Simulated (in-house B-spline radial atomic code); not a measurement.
The numbers below are computed, except where a source is named.
## Br ion on In atom: potential, deflection and energy transfer

The pair potential comes from two frozen, spherical free-atom densities (PBE, B-spline radial code, scalar-relativistic past argon): electrostatics plus the change in Thomas-Fermi kinetic and Dirac exchange energy where they overlap, the recipe behind the universal ZBL potential, which averages such potentials (from solid-state densities) over many pairs. It is written V = (Z1 Z2 e²/r) φ(r/a), with e² = 14.3996 eV·Å and a = 0.46850 Å/(Z1^0.23 + Z2^0.23); ZBL's fit is φ = 0.18175 e^(−3.1998x) + 0.50986 e^(−0.94229x) + 0.28022 e^(−0.4029x) + 0.02817 e^(−0.20162x). Where φ falls below 4e-4 it is continued as an exponential.

Masses 79.9 and 114.82 u.

```csv
x = r/a,"φ, this pair","φ, ZBL"
0.1,0.8881,0.8928
0.25,0.7636,0.7647
0.5,0.6128,0.6096
1,0.4198,0.4164
1.5,0.3015,0.2995
2,0.2237,0.2218
3,0.1311,0.1292
4,0.08165,0.08026
5,0.05261,0.05224
6.5,0.02948,0.02914
8,0.01733,0.01705
10,0.008797,0.008778
12,0.00479,0.00474
14.5,0.002427,0.002328
17,0.001266,0.001212
20,0.0005833,0.0005882
```

Q: At x = 4 the electrostatic, kinetic and exchange parts are 666.04, 4670.67 and -265.77 eV. Find r, V and φ.

A: a = 0.46850/(2.2654 + 2.4476) = 0.09941 Å, so r = 0.39763 Å. V = 666.04 + 4670.67 + (-265.77) = 5070.94 eV. The bare repulsion is 35 × 49 × 14.3996/0.39763 = 62107 eV, so φ = 0.0816, +1.7 % against ZBL's 0.0803. The kinetic (Pauli) term is 92 % of V here.

Q: The ion comes in at 4.213 keV with impact parameter 0.0497 Å. The scattering integral gives a centre-of-mass angle of 164.5° and a closest approach of 5.099 a. What are the reduced energy, the energy passed on and the laboratory angles?

A: ε = E a M2/(Z1 Z2 e² (M1 + M2)) = 4213 × 2.3736e-06 = 0.01. The most that one collision can pass on is γE with γ = 4 M1 M2/(M1 + M2)² = 0.9678. Here T = γE sin²(θ/2) = 0.9678 × 4213 × 0.9818 = 4003 eV. The ion turns by arctan(sin θ/(cos θ + M1/M2)) = 135.0° (second quadrant: it bounces back), and the struck atom leaves at (180° − θ)/2 = 7.8°. The closest approach is 0.507 Å. With ZBL the angle would be 164.45° and T = 4003 eV.
